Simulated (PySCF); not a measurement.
Calculation: PBE-D3(BJ)/def2-TZVP // PBE0-D3(BJ)/def2-TZVP in PySCF. Isolated molecules, 0 K electronic values unless said otherwise. 

Reference species (SMILES): `C[SiH]1[SiH]=[SiH]1` (neutral, multiplicity 1).

```json
{
 "LUMO": "-2.39 eV",
 "HOMO": "-5.21 eV",
 "dipole_moment": "0.71 D"
}
```

After one change: the LUMO decreases by 0.49 eV; the HOMO drops by 0.49 eV; the dipole moment rises by 0.90 D.

Q: What was changed between the two runs? The new species is one of these.
(A) `[SiH2]=C1[SiH2][SiH2]1`
(B) `C1[SiH]=[SiH][SiH2]1`
(C) `C=[Si]1[SiH2][SiH2]1`
(D) `[SiH2]=C=[SiH][SiH3]`

A: A, `[SiH2]=C1[SiH2][SiH2]1`
